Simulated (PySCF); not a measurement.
**Calculated NMR parameters of C=C[Si@](N)(NC)OC**

```
Formula                               : C4H12N2OSi
SMILES                                : C=C[Si@](N)(NC)OC
InChI                                 : InChI=1S/C4H12N2OSi/c1-4-8(5,6-2)7-3/h4,6H,1,5H2,2-3H3/t8-/m0/s1
Point group of the computed structure : C1
Degrees of unsaturation               : 1
Carbon signals                        : 4
Proton signals                        : 7
```

Molfile (atoms numbered from 1):
```
C4H12N2OSi
     RDKit          3D

 20 19  0  0  0  0  0  0  0  0999 V2000
   -0.3358   -2.4769   -0.9843 C   0  0  0  0  0  0  0  0  0  0  0  0
   -0.5768   -1.1767   -1.0500 C   0  0  0  0  0  0  0  0  0  0  0  0
   -0.1360    0.0475    0.3298 Si  0  0  2  0  0  4  0  0  0  0  0  0
   -1.1188   -0.0275    1.7530 N   0  0  0  0  0  0  0  0  0  0  0  0
   -0.1113    1.5999   -0.4270 N   0  0  0  0  0  0  0  0  0  0  0  0
   -1.2862    2.2435   -0.9666 C   0  0  0  0  0  0  0  0  0  0  0  0
    1.3214   -0.2658    0.9939 O   0  0  0  0  0  0  0  0  0  0  0  0
    2.5170   -0.4325    0.2969 C   0  0  0  0  0  0  0  0  0  0  0  0
    0.1270   -2.9196   -0.1159 H   0  0  0  0  0  0  0  0  0  0  0  0
   -0.5816   -3.1619   -1.7831 H   0  0  0  0  0  0  0  0  0  0  0  0
   -1.0421   -0.7950   -1.9510 H   0  0  0  0  0  0  0  0  0  0  0  0
   -0.9004   -0.7312    2.4390 H   0  0  0  0  0  0  0  0  0  0  0  0
   -2.1157    0.0489    1.6422 H   0  0  0  0  0  0  0  0  0  0  0  0
    0.5059    2.2773   -0.0020 H   0  0  0  0  0  0  0  0  0  0  0  0
   -1.8891    2.7349   -0.1944 H   0  0  0  0  0  0  0  0  0  0  0  0
   -0.9976    2.9916   -1.7082 H   0  0  0  0  0  0  0  0  0  0  0  0
   -1.9069    1.4940   -1.4515 H   0  0  0  0  0  0  0  0  0  0  0  0
    2.7491    0.4479   -0.3069 H   0  0  0  0  0  0  0  0  0  0  0  0
    3.3118   -0.5867    1.0287 H   0  0  0  0  0  0  0  0  0  0  0  0
    2.4612   -1.3011   -0.3651 H   0  0  0  0  0  0  0  0  0  0  0  0
  1  2  2  0
  2  3  1  0
  3  4  1  0
  3  5  1  0
  5  6  1  0
  3  7  1  1
  7  8  1  0
  1  9  1  0
  1 10  1  0
  2 11  1  0
  4 12  1  0
  4 13  1  0
  5 14  1  0
  6 15  1  0
  6 16  1  0
  6 17  1  0
  8 18  1  0
  8 19  1  0
  8 20  1  0
M  END
```

Computational details: GFN2-xTB structure, NMR shieldings at PBE0/pcSseg-1/GIAO, in PySCF 2.14 (one computed conformer, relativity neglected, equivalent nuclei averaged, no solvent model).

Chemical shifts δ = σref − σ; ¹H (31.72 ppm), ¹³C (186.93 ppm), ²⁹Si (349.16 ppm) against TMS; ¹⁵N (267.73 ppm) vs NH3; ¹⁷O (336.08 ppm) vs H2O, all at this level.

```tsv
carbon	δC, type	δH (multiplicity)	HMBC from (2–3 bonds)	span of the C tensor (ppm)
C1	139.6, CH2	H9 5.94 (m); H10 6.41 (m)	H11	251
C2	142.8, CH	6.43 (m)	H10, H9	254
C6	29.3, CH3	2.73 (s)	–	53
C8	52.0, CH3	3.69 (s)	–	75
```

Other nuclei:
| atoms | nucleus | environment | δ (ppm) | σ (ppm) |
| --- | --- | --- | --- | --- |
| H12/H13 | ¹H | hydrogen on a nitrogen bonded to Si | 0.55 | 31.16 |
| H14 | ¹H | hydrogen on a nitrogen bonded to C, Si | 0.25 | 31.47 |
| Si3 | ²⁹Si | silicon bonded to C, 2 N, O | -34.9 | 384.0 |
| N5 | ¹⁵N | nitrogen bonded to C, Si, H | 33.0 | 234.7 |
| N4 | ¹⁵N | nitrogen bonded to Si, 2 H | 29.3 | 238.5 |
| O7 | ¹⁷O | oxygen bonded to C, Si | 11.9 | 324.2 |

- Carbon types of the structure: 1 × CH, 1 × CH2, 2 × CH3, leaving 3 H on heteroatoms.
- δC 142.8: alkene CH; the olefinic region.
- δC 139.6: terminal =CH2 carbon; the olefinic region.
- δC 29.3: methyl carbon bonded to N; pulled downfield by the heteroatom.
- δH 3.69: hydrogen on a methyl carbon bonded to O; its carbon carries O, which withdraws density.
- δH 0.25: hydrogen on a nitrogen bonded to C, Si; labile proton, position sensitive to the medium.

OH/NH shifts are gas-phase values; hydrogen bonding in solution moves them, usually downfield. Shifts are as computed. Against solution values, carbons near 30 ppm lie about +3 ppm off and those near 130 ppm about +5 ppm. Of 1211 compounds with measured shifts, 218 miss one by over three times the rms of a fit or turn the order of signals round; such compounds aren't used in these exercises. Experimental scales use liquid or dissolved standards, which lie at an offset from isolated NH3 (liquid NH3: subtract about 20 ppm) and H2O (liquid H2O: subtract about 36 ppm). No couplings were computed; multiplicities are counted from neighbouring protons, with m where these are inequivalent, close in shift, in a saturated or five-membered ring or joined by F or P, and br s for small geminal =CH2 splittings.
